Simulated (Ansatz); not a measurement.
Cost and result up the ladder for SnH2Me(NHMe) (C2H9NSn) (13 atoms). Total charge 0; singlet. Geometry: PBE-D4/def2-SVP.

```xyz
13

Sn   -0.281    0.761    0.548
H    -1.691    1.508   -0.124
H    -0.543    0.453    2.250
C     1.517    1.926    0.240
H     1.426    2.908    0.741
H     1.670    2.080   -0.845
H     2.391    1.390    0.659
N    -0.032   -0.962   -0.578
C    -1.096   -1.956   -0.602
H     0.875   -1.403   -0.380
H    -1.279   -2.512    0.353
H    -2.059   -1.472   -0.876
H    -0.899   -2.722   -1.387
```

Ansatz on 4 threads of Intel Xeon Platinum 8488C on a shared host. Times are rough, and most runs start from the orbitals of an earlier one. ωB97M-V/def2-TZVP serves as the yardstick here, not as an exact answer. Differences are given only for rows in sets of like size (and for xTB, whose basis is part of the method), since another set adds its own error. Binding counts from free atoms at the same level (Sn triplet, H doublet, C triplet, N quartet; other spins of the atoms weren't run), without zero-point energy or a counterpoise term.

In the def2 sets Sn takes a core potential, while STO-3G treats all electrons; there is no spin–orbit coupling.

```json
{"level": "PBE-D4/def2-TZVP", "functions": "197", "binding energy per atom (eV)": "3.46", "difference from ωB97M-V/def2-TZVP (eV)": "0.04"}
{"level": "PBE-D4/def2-TZVPD", "functions": "248", "binding energy per atom (eV)": "3.46", "difference from ωB97M-V/def2-TZVP (eV)": "0.04"}
{"level": "ωB97X-V/def2-TZVP", "functions": "197", "binding energy per atom (eV)": "3.43", "difference from ωB97M-V/def2-TZVP (eV)": "0.02"}
{"level": "PBE-D4/def2-SVP", "functions": "113", "binding energy per atom (eV)": "3.46", "difference from ωB97M-V/def2-TZVP (eV)": "–"}
{"level": "ωB97M-V/def2-TZVP", "functions": "197", "binding energy per atom (eV)": "3.42", "difference from ωB97M-V/def2-TZVP (eV)": "0.00"}
{"level": "PBE0-D4/def2-TZVP", "functions": "197", "binding energy per atom (eV)": "3.41", "difference from ωB97M-V/def2-TZVP (eV)": "-0.01"}
{"level": "HF/STO-3G", "functions": "51", "binding energy per atom (eV)": "3.31", "difference from ωB97M-V/def2-TZVP (eV)": "–"}
{"level": "r2SCANh-D4/def2-TZVP", "functions": "197", "binding energy per atom (eV)": "3.39", "difference from ωB97M-V/def2-TZVP (eV)": "-0.03"}
{"level": "BLYP-D4/def2-TZVP", "functions": "197", "binding energy per atom (eV)": "3.41", "difference from ωB97M-V/def2-TZVP (eV)": "-0.01"}
{"level": "r2SCAN-D4/def2-TZVP", "functions": "197", "binding energy per atom (eV)": "3.40", "difference from ωB97M-V/def2-TZVP (eV)": "-0.02"}
{"level": "revPBE-D4/def2-TZVP (with forces)", "functions": "197", "binding energy per atom (eV)": "3.38", "difference from ωB97M-V/def2-TZVP (eV)": "-0.03"}
{"level": "B97M-V/def2-TZVP", "functions": "197", "binding energy per atom (eV)": "3.43", "difference from ωB97M-V/def2-TZVP (eV)": "0.01"}
{"level": "r2SCAN0-D4/def2-TZVP", "functions": "197", "binding energy per atom (eV)": "3.36", "difference from ωB97M-V/def2-TZVP (eV)": "-0.06"}
{"level": "PBE0-D4/def2-TZVPD", "functions": "248", "binding energy per atom (eV)": "3.41", "difference from ωB97M-V/def2-TZVP (eV)": "-0.01"}
```

(1) Estimate how long each takes.

Answers

(1) HF/STO-3G 0.3 s; PBE-D4/def2-SVP 0.6 s; BLYP-D4/def2-TZVP 1.1 s; PBE-D4/def2-TZVP 1.1 s; revPBE-D4/def2-TZVP (with forces) 1.4 s; PBE0-D4/def2-TZVP 1.7 s; r2SCAN-D4/def2-TZVP 1.9 s; PBE-D4/def2-TZVPD 1.9 s; r2SCANh-D4/def2-TZVP 2.2 s; r2SCAN0-D4/def2-TZVP 2.2 s; PBE0-D4/def2-TZVPD 2.5 s; B97M-V/def2-TZVP 3.9 s; ωB97X-V/def2-TZVP 4.2 s; ωB97M-V/def2-TZVP 4.3 s. On shared hardware such times vary by a factor of up to 3.
